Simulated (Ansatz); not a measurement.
Calculated with Ansatz (gas phase, PBE0-D4/def2-TZVP geometries, no zero-point term in ΔE). CBS: MP2 limit from def2 TZ/QZ plus the TZ coupled-cluster correction, frozen cores. This one scheme is used for every species. Functionals use def2-TZVPP. One conformer a species, not always the lowest.

Reaction (ligand exchange at the Si–C bond): `OC[SiH2]F` + `CO[SiH2]N` → `CO[SiH2]N[SiH2]F` + CH₃OH

`OC[SiH2]F`:

Z-matrix (Å, degrees):
```
C
Si 1 1.876
O 1 1.422 2 111.4
H 1 1.095 2 109.6 3 -117.9
H 1 1.100 2 111.0 3 125.2
F 2 1.608 1 106.2 3 -54.9
H 2 1.486 1 112.2 3 -172.8
H 2 1.482 1 111.8 3 61.8
H 3 0.961 1 108.4 2 58.0
```

`CO[SiH2]N`:

Z-matrix (Å, degrees):
```
C
O 1 1.406
H 1 1.096 2 111.5
H 1 1.097 2 111.6 3 121.4
H 1 1.092 2 108.5 3 -119.3
Si 2 1.645 1 122.7 3 -65.4
N 6 1.706 2 116.5 1 62.3
H 6 1.489 2 109.1 1 -56.3
H 6 1.479 2 103.1 1 -177.3
H 7 1.005 6 122.3 2 -93.4
H 7 1.006 6 123.2 2 68.6
```

`CO[SiH2]N[SiH2]F`:

Cartesian coordinates in Å:
```
C 0.493 -2.616 -0.778
O 0.674 -1.296 -0.322
Si -0.483 -0.141 -0.446
N 0.208 1.389 -0.088
Si -0.036 2.346 1.305
F -1.164 3.460 1.079
H 1.465 -3.112 -0.787
H -0.176 -3.178 -0.116
H 0.080 -2.642 -1.794
H -1.018 -0.180 -1.834
H -1.576 -0.360 0.537
H 0.837 1.766 -0.784
H -0.507 1.475 2.402
H 1.203 3.088 1.627
```

CH₃OH:

Z-matrix (Å, degrees):
```
C
O 1 1.409
H 1 1.097 2 112.4
H 1 1.090 2 107.0 3 -118.5
H 1 1.097 2 112.4 3 123.0
H 2 0.959 1 108.5 3 -61.6
```

CCSD(T)/CBS gives -0.95 eV.

Problem. Another level gave -0.91 eV. Which?
A. ωB97M-V/def2-TZVPP
B. CCSD(T)/def2-TZVPP
C. HF/def2-TZVPP
D. PBE-D4/def2-TZVPP

Solution. A. ωB97M-V -0.91, CCSD(T)/def2-TZVPP -0.96, HF/def2-TZVPP -1.05, PBE-D4 -0.82 eV.

Largest T1 diagnostic among the species: 0.011.

From PBE to PBE0 (25 % exact exchange), in def2-TZVPP and without D4, ΔE moves by −0.06 eV. In def2-TZVPP, CCSD(T) changes the Hartree–Fock value by +0.09 eV (the triples alone add +0.01 eV) and MP2 by +0.07 eV.
